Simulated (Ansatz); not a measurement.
**Nudged elastic band run: C3H7Al**

The input (input.yaml):

```yaml
crystal:
  periodic: [false, false, false]
  atoms:
    - { symbol: C, position_ang: [-0.768246, 1.714394, 0.406602] }
    - { symbol: C, position_ang: [0.021345, 0.96978, 1.196889] }
    - { symbol: Al, position_ang: [0.70116, -0.749776, 0.577051] }
    - { symbol: C, position_ang: [0.192744, -1.367921, -1.216629] }
    - { symbol: H, position_ang: [-1.054049, 1.388743, -0.594502] }
    - { symbol: H, position_ang: [-1.172505, 2.682898, 0.707076] }
    - { symbol: H, position_ang: [0.252026, 1.382036, 2.182475] }
    - { symbol: H, position_ang: [1.650159, -1.617071, 1.530049] }
    - { symbol: H, position_ang: [0.510986, -0.657784, -1.991218] }
    - { symbol: H, position_ang: [0.628781, -2.341775, -1.463684] }
    - { symbol: H, position_ang: [-0.897, -1.460523, -1.313709] }
basis:
  gaussian: { orbitals: "6-31G*" }
hamiltonian:
  xc: pbe0
  dispersion: d4
neb:
  order_check: false
  images: 7
  f_tol: 0.05
  max_iterations: 56
  initial_path: linear
  final_atoms:
    - { symbol: C, position_ang: [-0.60705097, 1.79308117, 0.34082432] }
    - { symbol: C, position_ang: [0.03002078, 0.97472241, 1.1933933] }
    - { symbol: Al, position_ang: [0.56091192, -0.81609773, 0.63395799] }
    - { symbol: C, position_ang: [0.14580332, -1.39067944, -1.19733688] }
    - { symbol: H, position_ang: [-0.84598314, 1.4898325, -0.67946544] }
    - { symbol: H, position_ang: [-0.92509439, 2.80337649, 0.60595207] }
    - { symbol: H, position_ang: [0.2239304, 1.37057506, 2.19351136] }
    - { symbol: H, position_ang: [1.31649203, -1.77789928, 1.6655595] }
    - { symbol: H, position_ang: [-0.93451309, -1.36493053, -1.3918464] }
    - { symbol: H, position_ang: [0.60897173, -0.72952682, -1.9415207] }
    - { symbol: H, position_ang: [0.4919124, -2.40945283, -1.40262912] }
```

Command:

```bash
$ ansatz run input.yaml --threads 1 --pin off --max-ram 2048MiB --backend cpu --events-out ev --progress --plain --runs-dir out
```

Output, in part (warnings, iteration lines, the closing report on the highest movable image, with atoms numbered from 0):

```
NEB end point (image 0): max|allowed force component| = 1.348e-2 eV/Å (the criterion of neb.relax_end_points is 1.000e-2)
NEB end point (image 8): max|allowed force component| = 3.068e-3 eV/Å (the criterion of neb.relax_end_points is 1.000e-2)
NEB iter   1: max|band force component| = 6.729e1 eV/Å  barrier→ = 20.5102 eV  barrier← = 20.5102 eV  Δτ_max = 0.1990 Å  (220 SCF iters)
NEB iter   2: max|band force component| = 2.085e1 eV/Å  barrier→ = 6.0857 eV  barrier← = 6.0857 eV  Δτ_max = 0.2000 Å  (201 SCF iters)
NEB iter   3: max|band force component| = 7.654e0 eV/Å  barrier→ = 2.9479 eV  barrier← = 2.9479 eV  Δτ_max = 0.1965 Å  (192 SCF iters)
NEB iter   4: max|band force component| = 2.556e0 eV/Å  barrier→ = 0.6058 eV  barrier← = 0.6058 eV  Δτ_max = 0.1947 Å  (202 SCF iters)
NEB iter   5: max|band force component| = 2.079e0 eV/Å  barrier→ = 0.3179 eV  barrier← = 0.3179 eV  Δτ_max = 0.1310 Å  (193 SCF iters)
NEB iter   6: max|band force component| = 1.070e0 eV/Å  barrier→ = 0.0411 eV  barrier← = 0.0411 eV  Δτ_max = 0.0473 Å  (197 SCF iters)
NEB iter   7: max|band force component| = 4.700e-1 eV/Å  barrier→ = 0.0062 eV  barrier← = 0.0062 eV  CI = image 3  Δτ_max = 0.0394 Å  (189 SCF iters)
NEB iter   8: max|band force component| = 1.591e-1 eV/Å  barrier→ = -0.0011 eV  barrier← = -0.0010 eV  CI = image 1  Δτ_max = 0.0293 Å  (180 SCF iters)
NEB iter   9: max|band force component| = 4.774e-2 eV/Å  barrier→ = -0.0008 eV  barrier← = -0.0008 eV  CI = image 1  Δτ_max = 0.0000 Å  (336 SCF iters)
Total energy: -9813.75080947 eV, -360.6486902487 hartree
Atom 0 at    -0.672900     1.769133     0.368211 Å, force     0.002509     0.005075     0.000804 eV/Å
Atom 1 at     0.058468     0.989821     1.180703 Å, force     0.002505    -0.003138     0.000192 eV/Å
Atom 2 at     0.646806    -0.774891     0.596423 Å, force    -0.002236    -0.001701    -0.000729 eV/Å
Atom 3 at     0.140946    -1.395393    -1.196441 Å, force    -0.004443    -0.002622     0.003707 eV/Å
Atom 4 at    -0.956052     1.450443    -0.635859 Å, force    -0.000583    -0.001780    -0.000410 eV/Å
Atom 5 at    -1.028847     2.761345     0.652594 Å, force    -0.001808     0.000822    -0.000591 eV/Å
Atom 6 at     0.290407     1.399562     2.167107 Å, force    -0.000655     0.000735    -0.000728 eV/Å
Atom 7 at     1.510742    -1.689686     1.584836 Å, force    -0.000469    -0.000804     0.000558 eV/Å
Atom 8 at     0.304823    -0.626428    -1.961569 Å, force    -0.000737     0.004353    -0.003195 eV/Å
Atom 9 at     0.697672    -2.289516    -1.497771 Å, force     0.002589     0.000580    -0.000907 eV/Å
Atom 10 at    -0.926665    -1.651388    -1.237833 Å, force     0.003328    -0.001521     0.001300 eV/Å
Dipole moment:    -0.107994     0.117525    -0.114913 e Å
```

The forces met the threshold. The highest image is an end point: on this band no image between the ends rises above it. Inner images lie up to 0.007 eV below the lower end, so the ends aren't the lowest states on this path.

Final band (atoms are numbered from 1 in the order of the input):

| image | path coordinate (Å) | energy (kJ/mol) | dihedral C2–Al3–C4–H11 (°) |
| --- | --- | --- | --- |
| 0 | 0.00 | 0.0 | -59 |
| 1 | 0.38 | -0.1 | -73 |
| 2 | 0.83 | -0.3 | -89 |
| 3 | 1.28 | -0.6 | -105 |
| 4 | 1.73 | -0.6 | -122 |
| 5 | 2.18 | -0.5 | -134 |
| 6 | 2.63 | -0.3 | -150 |
| 7 | 3.08 | -0.1 | -166 |
| 8 | 3.53 | 0.0 | 180 |

The run took 4 min on 1 thread of Arm Neoverse V1, on a shared host, peak memory 0.15 GiB.
